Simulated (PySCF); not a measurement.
Sr²⁺ (strontium, charge +2): M06 calculation

Configuration: [Kr], closed-shell 1S. Computed with PySCF 2.14 in aug-cc-pVQZ-X2C (9s8p6d3f2g, 102 functions), with scalar relativity by spin-free X2C-1e.

```
Total energy                        : -3178.68 hartree
One-electron energy                 : -4377.75 hartree
Hartree (Coulomb) energy            : 1304.70 hartree
Exchange-correlation energy         : -105.62 hartree
⟨S²⟩                                : 0.0000
⟨L²⟩                                : 0.000
Sum of ⟨r⟩                          : 22.28 bohr
Sum of ⟨r²⟩                         : 26.23 bohr²
Langevin diamagnetic susceptibility : -20.8 ×10⁻⁶ cm³/mol
```

```
shell  electrons  mean orbital energy (hartree)  rms radius, mean of both spins (bohr)
   1s          2                     -587.93534                                 0.0451
   2s          2                      -80.90937                                  0.187
   2p          6                      -71.86667                                  0.166
   3s          2                      -13.29534                                  0.525
   3p          6                      -10.33784                                  0.536
   3d         10                       -5.47411                                  0.548
   4s          2                       -2.14055                                   1.45
   4p          6                       -1.42068                                   1.66
```

Densities and radii are taken from the X2C orbitals without a picture-change correction, which distorts them close to the nucleus.
